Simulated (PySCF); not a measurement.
# Exercise with solution: chemical shift, span and skew from a shielding tensor

CH₇Cl₂NSi₂, SMILES [SiH3]N[Si](Cl)(Cl)C. Atoms are numbered in the order given.

```xyz
13

C      1.7922    -0.7962    -0.7501
Si     0.4224     0.0362     0.1747
Cl     0.3052     1.9981    -0.4888
Cl     0.8514     0.1040     2.1955
N     -1.0920    -0.7634     0.0355
Si    -1.9174    -1.2942    -1.4108
H      1.9177    -1.8286    -0.3911
H      2.7345    -0.2490    -0.6024
H      1.5729    -0.8190    -1.8283
H     -1.6456    -0.7459     0.8894
H     -0.9263    -1.2270    -2.5234
H     -2.4018    -2.6989    -1.2559
H     -3.0926    -0.4340    -1.7455
```

Geometry: PBE0-D3(BJ)/def2-SVP. Other conformers were not sampled.

GIAO shieldings from PBE/pcSseg-1 (PySCF), non-relativistic, no solvent. The symmetric part of the tensor of N5 has the principal values 189.2, 207.5, 250.8 ppm. The same nucleus in NH3 has σ = 267.0 ppm at this level (PySCF, at its B3LYP-D3(BJ)/def2-TZVP geometry). Without spin–orbit terms, shifts of atoms bonded to Cl or Br come out too high.

Problem. Work out the isotropic shielding, the ¹⁵N shift against NH3, the span and the skew.

Solution. 
σ(iso) = (σ11 + σ22 + σ33)/3 = 215.8 ppm. δ = σ(ref) − σ(iso) = 267.0 − (215.8) = 51.2 ppm.
Span Ω = σ33 − σ11 = 61.6 ppm. Skew κ = 3(σ(iso) − σ22)/Ω = 0.41. Tumbling in solution averages the tensor to δ; in a static solid the shielding alone would spread this spin-1/2 line over Ω.
